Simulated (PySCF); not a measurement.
Structure revision by computed shifts

A compound C$_{8}$H$_{13}$NSi gives the data below (simulated from a calculation) and was assigned the structure `C[Si](C)(C)c1cccnc1`.

¹³C{¹H} NMR (computed): δ 155.0 (C), 154.8 (CH, 2C), 132.8 (CH, 2C), -1.1 (CH3, 3C).

¹H NMR (400 MHz, computed): δ 8.93 (d, 2H), 7.41 (d, 2H), 0.29 (s, 9H).

Equivalent nuclei averaged, one conformer, non-relativistic, no solvent model. Geometry: GFN2-xTB; σ from GIAO-PBE0/pcSseg-1; PySCF 2.14.0 with density-fitted response routines.

Referencing at the same level of theory: TMS for ¹H, ¹³C.

(1) Compare with the shifts computed for the proposed structure, pairing carbons in order of shift.

(2) Which isomer fits?

Answers

(1) Atoms are numbered as in `[CH3:1][Si:2]([CH3:3])([CH3:4])[c:5]1[cH:6][cH:7][cH:8][n:9][cH:10]1` (H(Xn): hydrogen on atom n).

```csv
atom,computed for proposal,given list,difference
C10,160.5,155.0,+5.5
C8,155.8,154.8,+1.0
C6,146.0,154.8,-8.8
C5,139.5,132.8,+6.7
C7,127.7,132.8,-5.1
C1,-0.7,-1.1,+0.4
C3,-0.7,-1.1,+0.4
C4,-0.7,-1.1,+0.4
```

The rms difference is 4.8 ppm and the largest -8.8 ppm at C6 (aromatic CH). The proposal also would give 6 carbon signals, not 4. The carbon types in order of shift don't match either: CH, CH, CH, C, CH, CH3, CH3, CH3 for the proposal against C, CH, CH, CH, CH, CH3, CH3, CH3 in the data. The proposal doesn't fit.

(2) `InChI=1S/C8H13NSi/c1-10(2,3)8-4-6-9-7-5-8/h4-7H,1-3H3`.

- Carbon types of the structure: 1 × C, 4 × CH, 3 × CH3, which accounts for all hydrogens.
- δC 155.0: substituted aromatic carbon.
- δC 154.8: aromatic CH next to a ring nitrogen; the adjacent pyridine-type nitrogen withdraws density from it.
- δC 132.8: aromatic CH; the aromatic region.
- δH 8.93: hydrogen on an aromatic CH next to a ring nitrogen; ring current plus the neighbouring ring nitrogen.

Other isomers checked: C[Si](C)(C)c1ccccn1 (rms 9.0 ppm).

This is the structure that produced the data.

Shifts are as computed. Against solution values, carbons near 30 ppm lie about +3 ppm off and those near 130 ppm about +5 ppm. Of 1211 compounds with measured shifts, 218 miss one by over three times the rms of a fit or turn the order of signals round; such compounds aren't used in these exercises. Multiplicities follow the n + 1 count of equivalent neighbours, as no J values were calculated; m marks all less simple cases, F and P coupling included.
